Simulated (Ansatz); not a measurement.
C8H4N2OS2, SMILES c1nnc(-c2cc3sccc3s2)o1. Atoms are numbered in the order given.

```xyz
17

C      0.3071    -4.1672     0.0000
N     -0.9800    -4.1428     0.0000
N     -1.3461    -2.8227     0.0000
C     -0.2435    -2.1353     0.0000
C     -0.0844    -0.7047     0.0000
C     -1.1090     0.2160     0.0000
C     -0.5985     1.5342     0.0000
S     -1.2883     3.1186     0.0000
C      0.2851     3.8385     0.0000
C      1.3079     2.9276     0.0000
C      0.7981     1.6014     0.0000
S      1.4997     0.0258     0.0000
O      0.8477    -2.9324     0.0000
H      0.9741    -5.0255     0.0000
H     -2.1581    -0.0783     0.0000
H      0.3720     4.9246     0.0000
H      2.3629     3.2001     0.0000
```
Charge 0, spin multiplicity 1.

The structure is a stationary point at PBE0-D3(BJ)/def2-SVP. The structure was generated by enumeration, and PubChem lists no compound with its InChIKey, so it may never have been made. One conformer was computed; it need not be the lowest.

Two levels are set side by side: PBE-D3(BJ)/def2-SVP (Ansatz, a quantum-chemistry and plane-wave program) and PBE0-D3(BJ)/def2-SVP (Ansatz). Each level has its own optimised geometry; the coordinates shown are those of the second. Differences are taken from unrounded values.

| quantity | PBE0-D3(BJ) |
|---|---|
| mean bond length (Å) | 1.387 |
| bond C1–N2 (Å) | 1.287 |
| bond C1–O13 (Å) | 1.348 |
| bond N2–N3 (Å) | 1.370 |
| bond N3–C4 (Å) | 1.299 |
| bond C4–C5 (Å) | 1.439 |
| bond C4–O13 (Å) | 1.351 |
| bond C5–C6 (Å) | 1.378 |
| bond C5–S12 (Å) | 1.744 |
| bond C6–C7 (Å) | 1.414 |
| bond C7–S8 (Å) | 1.728 |
| bond C7–C11 (Å) | 1.398 |
| bond S8–C9 (Å) | 1.730 |
| bond C9–C10 (Å) | 1.370 |
| bond C10–C11 (Å) | 1.421 |
| bond C11–S12 (Å) | 1.725 |
| bond C1–H14 (Å) | 1.087 |

Problem. What does PBE-D3(BJ) give, and how far is it from PBE0-D3(BJ)? (An estimate is asked for; the answer gives what the named calculation found.)

Solution. 
```json
[
 {"quantity": "mean bond length (Å)", "PBE-D3(BJ)": "1.400", "PBE-D3(BJ) minus PBE0-D3(BJ)": "0.012"},
 {"quantity": "bond C1–N2 (Å)", "PBE-D3(BJ)": "1.302", "PBE-D3(BJ) minus PBE0-D3(BJ)": "0.015"},
 {"quantity": "bond C1–O13 (Å)", "PBE-D3(BJ)": "1.365", "PBE-D3(BJ) minus PBE0-D3(BJ)": "0.017"},
 {"quantity": "bond N2–N3 (Å)", "PBE-D3(BJ)": "1.386", "PBE-D3(BJ) minus PBE0-D3(BJ)": "0.016"},
 {"quantity": "bond N3–C4 (Å)", "PBE-D3(BJ)": "1.317", "PBE-D3(BJ) minus PBE0-D3(BJ)": "0.017"},
 {"quantity": "bond C4–C5 (Å)", "PBE-D3(BJ)": "1.441", "PBE-D3(BJ) minus PBE0-D3(BJ)": "0.002"},
 {"quantity": "bond C4–O13 (Å)", "PBE-D3(BJ)": "1.372", "PBE-D3(BJ) minus PBE0-D3(BJ)": "0.021"},
 {"quantity": "bond C5–C6 (Å)", "PBE-D3(BJ)": "1.392", "PBE-D3(BJ) minus PBE0-D3(BJ)": "0.015"},
 {"quantity": "bond C5–S12 (Å)", "PBE-D3(BJ)": "1.762", "PBE-D3(BJ) minus PBE0-D3(BJ)": "0.018"},
 {"quantity": "bond C6–C7 (Å)", "PBE-D3(BJ)": "1.418", "PBE-D3(BJ) minus PBE0-D3(BJ)": "0.004"},
 {"quantity": "bond C7–S8 (Å)", "PBE-D3(BJ)": "1.743", "PBE-D3(BJ) minus PBE0-D3(BJ)": "0.015"},
 {"quantity": "bond C7–C11 (Å)", "PBE-D3(BJ)": "1.413", "PBE-D3(BJ) minus PBE0-D3(BJ)": "0.015"},
 {"quantity": "bond S8–C9 (Å)", "PBE-D3(BJ)": "1.745", "PBE-D3(BJ) minus PBE0-D3(BJ)": "0.015"},
 {"quantity": "bond C9–C10 (Å)", "PBE-D3(BJ)": "1.382", "PBE-D3(BJ) minus PBE0-D3(BJ)": "0.013"},
 {"quantity": "bond C10–C11 (Å)", "PBE-D3(BJ)": "1.425", "PBE-D3(BJ) minus PBE0-D3(BJ)": "0.004"},
 {"quantity": "bond C11–S12 (Å)", "PBE-D3(BJ)": "1.740", "PBE-D3(BJ) minus PBE0-D3(BJ)": "0.015"},
 {"quantity": "bond C1–H14 (Å)", "PBE-D3(BJ)": "1.095", "PBE-D3(BJ) minus PBE0-D3(BJ)": "0.008"}
]
```

Exact exchange shortens and stiffens bonds; PBE has none. Differences between two approximate levels are no errors against the true value.
